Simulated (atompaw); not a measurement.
# What one change does to a pseudopotential (nitrogen (N), PAW (atompaw))

atompaw 4.2.0.5 input, output lines left out:

```
N 7
GGA-PBE scalarrelativistic loggrid 1500 logderivrange -3 5 201
2 2 0 0 0 0
2 0 1.75
2 1 3.25
0 0 0
c
v
v
1
2.00 1.85 1.45 1.80
y
-0.4
n
y
0.1
n
custom polynom gramschmidtortho sinc
2 1 troulliermartins
2.00
2.00
2.00
2.00
```

All-electron outer shells of the reference configuration (PBE, scalar-relativistic, ld1.x):

| shell | level (eV) | outermost node (bohr) | outermost maximum (bohr) |
| --- | --- | --- | --- |
| 1s | -384.93 | – | 0.15 |
| 2s | -18.70 | 0.32 | 1.02 |
| 2p | -7.20 | – | 0.98 |

Change: all radii scaled by about 1.29 (s 2.58, p 2.58 bohr); local potential troulliermartins scheme with l = 2 at 1 Ry, radius 1.86 bohr; augmentation sinc compensation charge, radius 2.38 bohr; PAW radius 2.58 bohr; waves and projectors: custom polynom gramschmidtortho; core correction smooth core density matched at 2.32 bohr.

Cutoffs: the cutoffs (Ry, on a coarse ladder) from which the occupation-weighted sum of valence levels, in a spherical-Bessel basis at the reference potential, stays within 10 and 1 mRy of its value at 400 Ry; they do not see the model core or the augmentation charge, which bear on the density cutoff.

Q: What does the change do?

A: The potential gets softer (15 Ry and 30 Ry → 10 Ry and 18 Ry); neither file shows a bound ghost. A larger radius leaves more room for a smooth pseudo-wave, so fewer plane waves are needed.

```csv
quantity,base,changed
"cutoff, loose",15 Ry,10 Ry
"cutoff, tight",30 Ry,18 Ry
loose cutoff by channel (10 mRy a level),"s 8 Ry, p 15 Ry","s 6 Ry, p 8 Ry"
bound ghosts,none,none
lowest overlap eigenvalue by channel,"s 0.87, p 0.93","s 0.90, p 0.92"
```

 The cutoffs see the waves, projectors and local potential, not the compensation charge or the core.
